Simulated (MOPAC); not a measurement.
MOPAC input (PM3):

```
PM3 1SCF UHF MS=0.5 GEO-OK AUX(PRECISION=9) THREADS=1
CH7OSi2

C     2.47773500 1    0.02852600 1    0.49533300 1
Si    1.01021600 1   -0.29693100 1   -0.62402300 1
O    -0.36728400 1    0.00476700 1    0.22807800 1
Si   -1.99802300 1    0.16940400 1    0.21054200 1
H     2.44338800 1    1.05765900 1    0.86473500 1
H     2.47725100 1   -0.64418000 1    1.35387300 1
H     3.41190600 1   -0.11160000 1   -0.05200500 1
H     1.04166000 1    0.61108000 1   -1.81251900 1
H    -2.63872900 1   -1.12101400 1   -0.13398500 1
H    -2.39971200 1    1.19017600 1   -0.78585600 1
H    -2.43459900 1    0.59395700 1    1.55787000 1
```

Output:

```
 *******************************************************************************
 **                                                                           **
 **                              MOPAC v23.2.5                                **
 **                                                                           **
 *******************************************************************************
 ** MOPAC's Digital Object Identifier: https://doi.org/10.5281/zenodo.6511958 **
 **                                                                           **
 ** Please cite the open-source release paper for use of this MOPAC version:  **
 ** J. E. Moussa and J. J. P. Stewart (2026)                                  **
 ** MOPAC: An open-source semiempirical molecular orbital program             **
 ** J. Open Source Softw., 11(119), 8025, https://doi.org/10.21105/joss.08025 **
 *******************************************************************************

                              PM3 CALCULATION RESULTS

 *******************************************************************************
 *  PM3        - The PM3 Hamiltonian to be used
 *  GEO-OK     - OVERRIDE INTERATOMIC DISTANCE AND OTHER SAFETY CHECKS
 *  UHF        - UNRESTRICTED HARTREE-FOCK CALCULATION
 *  MS=        - IN MECI, MAGNETIC COMPONENT OF SPIN =  0.5
 *  1SCF       - DO 1 SCF AND THEN STOP
 *  AUX        - OUTPUT AUXILIARY INFORMATION
 *******************************************************************************
PM3 1SCF UHF MS=0.5 GEO-OK AUX(PRECISION=9) THREADS=1
 CH7OSi2

   ATOM   CHEMICAL          X               Y               Z
  NUMBER   SYMBOL      (ANGSTROMS)     (ANGSTROMS)     (ANGSTROMS)

     1       C          2.47773500  *   0.02852600  *   0.49533300  *
     2      Si          1.01021600  *  -0.29693100  *  -0.62402300  *
     3       O         -0.36728400  *   0.00476700  *   0.22807800  *
     4      Si         -1.99802300  *   0.16940400  *   0.21054200  *
     5       H          2.44338800  *   1.05765900  *   0.86473500  *
     6       H          2.47725100  *  -0.64418000  *   1.35387300  *
     7       H          3.41190600  *  -0.11160000  *  -0.05200500  *
     8       H          1.04166000  *   0.61108000  *  -1.81251900  *
     9       H         -2.63872900  *  -1.12101400  *  -0.13398500  *
    10       H         -2.39971200  *   1.19017600  *  -0.78585600  *
    11       H         -2.43459900  *   0.59395700  *   1.55787000  *

          CARTESIAN COORDINATES

    NO.       ATOM           X           Y           Z

     1         C          2.4777      0.0285      0.4953
     2        Si          1.0102     -0.2969     -0.6240
     3         O         -0.3673      0.0048      0.2281
     4        Si         -1.9980      0.1694      0.2105
     5         H          2.4434      1.0577      0.8647
     6         H          2.4773     -0.6442      1.3539
     7         H          3.4119     -0.1116     -0.0520
     8         H          1.0417      0.6111     -1.8125
     9         H         -2.6387     -1.1210     -0.1340
    10         H         -2.3997      1.1902     -0.7859
    11         H         -2.4346      0.5940      1.5579

  H: (PM3): J. J. P. STEWART, J. COMP. CHEM. 10, 209 (1989).
  C: (PM3): J. J. P. STEWART, J. COMP. CHEM. 10, 209 (1989).
  O: (PM3): J. J. P. STEWART, J. COMP. CHEM. 10, 209 (1989).
 Si: (PM3): J. J. P. STEWART, J. COMP. CHEM. 10, 209 (1989).

           Empirical Formula: C H7 O Si2  =    11 atoms

      MOLECULAR POINT GROUP   :   C1

          UHF CALCULATION, NO. OF ALPHA ELECTRONS =   13
                           NO. OF BETA  ELECTRONS =   12

 -------------------------------------------------------------------------------
 PM3 1SCF UHF MS=0.5 GEO-OK AUX(PRECISION=9) THREADS=1
 CH7OSi2

     1SCF WAS SPECIFIED, SO BFGS WAS NOT USED
     SCF FIELD WAS ACHIEVED

                              PM3 CALCULATION
                                                       MOPAC v23.2.5 Linux

          FINAL HEAT OF FORMATION =        -72.43253 KCAL/MOL =    -303.05769 KJ/MOL

          COSMO AREA              =        144.42 SQUARE ANGSTROMS
          COSMO VOLUME            =        137.55 CUBIC ANGSTROMS

          IONIZATION POTENTIAL    =          7.167808 EV
          ALPHA SOMO LUMO (EV)    =         -7.168  0.851
          BETA  SOMO LUMO (EV)    =         -9.514 -0.869
          NO. OF ALPHA ELECTRONS  =         13
          NO. OF BETA  ELECTRONS  =         12
          MOLECULAR WEIGHT        =         91.2367         POINT GROUP:  C1

          MOLECULAR DIMENSIONS (Angstroms)

            Atom       Atom       Distance
            H     9    H     7     6.13480
            H     8    H     6     3.47793
            H    11   Si     2     2.25257

          SCF CALCULATIONS        =          1

   ATOM   CHEMICAL          X               Y               Z
  NUMBER   SYMBOL      (ANGSTROMS)     (ANGSTROMS)     (ANGSTROMS)

     1       C          2.47773500  *   0.02852600  *   0.49533300  *
     2      Si          1.01021600  *  -0.29693100  *  -0.62402300  *
     3       O         -0.36728400  *   0.00476700  *   0.22807800  *
     4      Si         -1.99802300  *   0.16940400  *   0.21054200  *
     5       H          2.44338800  *   1.05765900  *   0.86473500  *
     6       H          2.47725100  *  -0.64418000  *   1.35387300  *
     7       H          3.41190600  *  -0.11160000  *  -0.05200500  *
     8       H          1.04166000  *   0.61108000  *  -1.81251900  *
     9       H         -2.63872900  *  -1.12101400  *  -0.13398500  *
    10       H         -2.39971200  *   1.19017600  *  -0.78585600  *
    11       H         -2.43459900  *   0.59395700  *   1.55787000  *

                             CARTESIAN COORDINATES

   1    C        2.477735000     0.028526000     0.495333000
   2   Si        1.010216000    -0.296931000    -0.624023000
   3    O       -0.367284000     0.004767000     0.228078000
   4   Si       -1.998023000     0.169404000     0.210542000
   5    H        2.443388000     1.057659000     0.864735000
   6    H        2.477251000    -0.644180000     1.353873000
   7    H        3.411906000    -0.111600000    -0.052005000
   8    H        1.041660000     0.611080000    -1.812519000
   9    H       -2.638729000    -1.121014000    -0.133985000
  10    H       -2.399712000     1.190176000    -0.785856000
  11    H       -2.434599000     0.593957000     1.557870000

           Empirical Formula: C H7 O Si2  =    11 atoms

      MOLECULAR POINT GROUP   :   C1

          ALPHA EIGENVALUES
 -35.06325 -28.60721 -16.94515 -15.11851 -14.33593 -13.87524 -13.29398 -13.15226
 -12.04190 -10.82857 -10.30388  -9.60889  -7.16781   0.85117   1.25166   1.50942
   2.07884   2.64994   2.70799   3.23247   4.76019   4.87481   4.97900

           BETA EIGENVALUES
 -35.01931 -28.54896 -16.90162 -14.99097 -14.05110 -13.57518 -13.15792 -12.95974
 -11.83489 -10.68940  -9.85403  -9.51376  -0.86856   0.95650   1.42616   1.93406
   2.44096   2.71069   2.87664   3.48204   4.78961   4.93371   4.99275

              NET ATOMIC CHARGES AND DIPOLE CONTRIBUTIONS

  ATOM NO.   TYPE          CHARGE      No. of ELECS.   s-Pop       p-Pop
    1          C          -0.280479        4.2805     1.15701     3.12347
    2         Si           0.519652        3.4803     1.15125     2.32909
    3          O          -0.592611        6.5926     1.70532     4.88729
    4         Si           0.729043        3.2710     0.90016     2.37080
    5          H           0.054711        0.9453     0.94529
    6          H           0.055617        0.9444     0.94438
    7          H           0.053814        0.9462     0.94619
    8          H          -0.141818        1.1418     1.14182
    9          H          -0.135964        1.1360     1.13596
   10          H          -0.140723        1.1407     1.14072
   11          H          -0.121242        1.1212     1.12124
 DIPOLE           X         Y         Z       TOTAL
 POINT-CHG.    -0.528    -0.957    -0.615     1.255
 HYBRID         0.176     1.252     0.786     1.489
 SUM           -0.352     0.295     0.171     0.490

          ATOMIC ORBITAL ELECTRON POPULATIONS

     Atom    s        px        py        pz
    1  C   1.15701   1.05944   1.01793   1.04610
    2 Si   1.15125   0.67298   0.86397   0.79214
    3  O   1.70532   1.31309   1.81330   1.76090
    4 Si   0.90016   0.63430   0.86581   0.87069
    5  H   0.94529
    6  H   0.94438
    7  H   0.94619
    8  H   1.14182
    9  H   1.13596
   10  H   1.14072
   11  H   1.12124

                    (SZ)    =    0.500000
                    (S**2)  =    0.753774

          ATOMIC ORBITAL SPIN POPULATIONS

    Atom   Total    s     px     py     pz
         Atomic
    1  C  0.0087  0.000  0.004  0.001  0.004
    2 Si  0.8327  0.211  0.020  0.533  0.069
    3  O  0.0992 -0.002 -0.006  0.102  0.005
    4 Si -0.0119 -0.002 -0.005 -0.003 -0.002
    5  H  0.0262  0.026
    6  H  0.0001  0.000
    7  H -0.0007 -0.001
    8  H  0.0352  0.035
    9  H  0.0056  0.006
   10  H  0.0013  0.001
   11  H  0.0038  0.004

 **********************
 *                    *
 * JOB ENDED NORMALLY *
 *                    *
 **********************

 == MOPAC DONE ==
```

The geometry given is a B3LYP-D3(BJ)/def2-TZVP minimum.
